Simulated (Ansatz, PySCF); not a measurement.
This Ansatz (a quantum-chemistry and plane-wave program) input computes a BLYP/def2-TZVPD energy:

Ansatz 0.2 input:
```yaml
crystal:
  periodic: [false, false, false]
  atoms:
    - {symbol: In, position_ang: [1.27230024, 0.09623716, -0.01291299]}
    - {symbol: I, position_ang: [-0.74208703, 1.79321673, -1.46642343]}
    - {symbol: I, position_ang: [-0.43419054, -1.88219071, 1.47836185]}
basis:
  gaussian:
    orbitals: def2-TZVPD
hamiltonian:
  xc: {name: BLYP}
total_charge: -1
output: {forces: true}
```

Write an input for the same energy in PySCF and say what it gives.


```python
from pyscf import gto, scf, dft

mol = gto.M(
    atom='''
    In    1.27230024    0.09623716   -0.01291299
    I    -0.74208703    1.79321673   -1.46642343
    I    -0.43419054   -1.88219071    1.47836185
    ''',
    basis='def2-tzvpd',
    ecp='def2-tzvp',
    charge=-1,
    spin=0,
    verbose=4,
)

mf = dft.RKS(mol, xc='blyp').density_fit(auxbasis='def2-universal-jkfit')
mf.grids.level = 3
mf.conv_tol = 1e-9
mf.max_cycle = 100
mf.max_memory = 1500
mf.kernel()
if not mf.converged:
    mf = mf.newton()
    mf.kernel(mf.make_rdm1())
mf.analyze()
```
It gives -785.62728 Eh, and Ansatz -785.62720 Eh, a difference of 0.08 mEh, from the treatment of integrals and grids.
